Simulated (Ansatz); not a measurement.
Gas-phase electronic energies from Ansatz, PBE0-D4/def2-TZVP geometries. CBS: MP2 limit from def2 TZ/QZ plus the TZ coupled-cluster correction, frozen cores. This one scheme is used for every species. DFT in def2-TZVPP. B3LYP here is the variant with VWN-RPA as its local correlation; programs differ in this. One conformer a species, not always the lowest.

Consider the silylene formation by 1,1-elimination: `BN([SiH2][SiH3])[SiH2]Cl` → `BN[SiH2][SiH3]` + `[SiH]Cl`.

```
             level  ΔE (eV)  difference from CCSD(T)/CBS
            PBE-D4     2.47                        -0.16
         r2SCAN-D4     2.72                         0.09
           PBE0-D4     2.64                         0.01
          B3LYP-D4     2.52                        -0.11
            B2PLYP     2.46                        -0.17
               PBE     2.29                        -0.34
              PBE0     2.48                        -0.15
             B3LYP     2.23                        -0.40
     HF/def2-TZVPP     2.43                        -0.20
    MP2/def2-TZVPP     2.80                         0.17
SCS-MP2/def2-TZVPP     2.67                         0.04
CCSD(T)/def2-TZVPP     2.57                        -0.06
     HF/def2-QZVPP     2.44                        -0.19
SCS-MP2/def2-QZVPP     2.71                         0.08
     MP2/CBS(def2)     2.86                         0.23
    CCSD/CBS(def2)     2.59                        -0.04
       CCSD(T)/CBS     2.63                            0
```

Largest T1 diagnostic among the species: 0.013.

From PBE to PBE0 (25 % exact exchange), in def2-TZVPP and without D4, ΔE moves by +0.19 eV. In def2-TZVPP, CCSD(T) changes the Hartree–Fock value by +0.14 eV (the triples alone add +0.04 eV) and MP2 by +0.37 eV.
